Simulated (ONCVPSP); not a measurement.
An all-electron radial function and its pseudo partner (sulfur (S))

Columns: radius, all-electron u(r) and pseudo u(r) of the 2s shell (level -236.94 eV) of sulfur in the configuration [He] 2s2 2p6 3s2 3p2; PBEsol, scalar-relativistic, ONCV scheme, ONCVPSP 4.0.1.

```tsv
r (bohr)	all-electron	pseudo
0.047	-0.7007	0.2772
0.095	-0.4222	0.5478
0.142	0.1163	0.7891
0.190	0.6438	1.0016
0.237	1.0415	1.1697
0.285	1.3109	1.2964
0.332	1.4542	1.3745
0.380	1.5056	1.4093
0.427	1.4879	1.4027
0.475	1.4225	1.3599
0.522	1.3293	1.2895
0.570	1.2178	1.1965
0.617	1.1019	1.0925
0.665	0.9834	0.9805
0.712	0.8716	0.8713
0.760	0.7645	0.7647
0.807	0.6682	0.6682
0.855	0.5789	0.5788
0.902	0.5010	0.5008
0.950	0.4304	0.4303
0.997	0.3698	0.3697
1.045	0.3158	0.3157
1.092	0.2699	0.2698
1.140	0.2292	0.2292
1.187	0.1951	0.1950
1.235	0.1651	0.1650
```

Question: How many radial nodes do the two functions have?

Answer: The all-electron 2s function has n − l − 1 = 1; the pseudo-wave has 0, since the states of the same l below it are removed with the core.

Question: Is the pseudo-wave norm-conserving?

Answer: Yes: the ONCV scheme keeps the norm inside the radius equal to the all-electron one, which fixes the energy derivative of the logarithmic derivative at the level.
